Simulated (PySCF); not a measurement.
# Calculated properties of `CCCP(CCC)CCC`

Compound: C9H21P.
Cartesian coordinates in Å at the PBE0-D3(BJ)/def2-SVP level; atoms count from 1:
```
atom  x, y, z in Å
C1    -2.1905   -3.5043   -0.5864
C2    -1.0196   -2.5967   -0.9314
C3    -1.1730   -1.1878   -0.3702
P4     0.2007   -0.0325   -0.8570
C5     1.5119   -0.6062    0.3306
C6     2.8231    0.1625    0.2144
C7     3.9076   -0.3680    1.1397
C8    -0.3636    1.4987    0.0354
C9    -1.4849    2.2466   -0.6762
C10   -1.8812    3.5345    0.0295
H11   -3.1362   -3.1025   -0.9846
H12   -2.3103   -3.6054    0.5043
H13   -2.0562   -4.5146   -1.0022
H14   -0.0853   -3.0479   -0.5549
H15   -0.9009   -2.5373   -2.0269
H16   -1.2650   -1.2151    0.7315
H17   -2.1089   -0.7435   -0.7513
H18    1.1242   -0.5622    1.3653
H19    1.6933   -1.6725    0.1098
H20    2.6488    1.2306    0.4317
H21    3.1711    0.1249   -0.8321
H22    4.1368   -1.4233    0.9204
H23    4.8426    0.2041    1.0380
H24    3.5956   -0.3126    2.1951
H25   -0.6618    1.2400    1.0684
H26    0.5179    2.1576    0.1203
H27   -1.1712    2.4664   -1.7111
H28   -2.3698    1.5930   -0.7663
H29   -1.0281    4.2283    0.1002
H30   -2.2295    3.3372    1.0561
H31   -2.6915    4.0557   -0.5031
```

Among its groups: phosphine.

PBE0-D3(BJ)/def2-SVP geometry optimisation, gas phase (PySCF):

```
Point group                  : C3
Rotational constants A, B, C : 0.764, 0.763, 0.408 GHz
```

**KT2/pcSseg-1 ground state and GIAO shieldings, non-relativistic (PySCF)**

```
Dipole moment                                               : 1.07 D
HOMO energy                                                 : -5.29 eV
LUMO energy                                                 : 0.22 eV
HOMO–LUMO gap                                               : 5.51 eV
13C chemical shifts (computed TMS as zero) by class         : 37.7 (C3/C5/C8), 24.3 (C2/C6/C9), 19.0 (C1/C7/C10) ppm
1H chemical shifts (computed TMS as zero) by class          : 1.34 (H14/H15/H20/H21/H27/H28), 1.15 (H16/H17/H18/H19/H25/H26), 1.07 (H11/H12/H13/H22/H23/H24/H29/H30/H31) ppm
Isotropic shieldings of nuclei other than C and H, by class : 368 (P4) ppm
```

Monoisotopic mass from the formula: 160.1381 u.

The rotational constants are those of an oblate symmetric top; the small spread among constants that symmetry makes equal is optimisation noise. With B = h/(8π²I), that is 505.379 GHz u Å² over I, the principal moments of inertia are 661.3, 662.0 and 1239.3 u Å² (most abundant isotopes); the inertial defect Ic − Ia − Ib is -84.0 u Å² (zero for a rigid planar frame, negative otherwise). Point group C3 permits a dipole; with 1.07 D the species has a pure rotational spectrum. The dipole matches unit charges of opposite sign 0.22 Å apart (1 e·Å = 4.8032 D).

 NMR classes are plain means over equivalent atoms (diastereotopic ones count apart unless rotation or inversion swaps them), as if these changed places fast; in this geometry the members of some classes differ.

One conformer stands for the species.
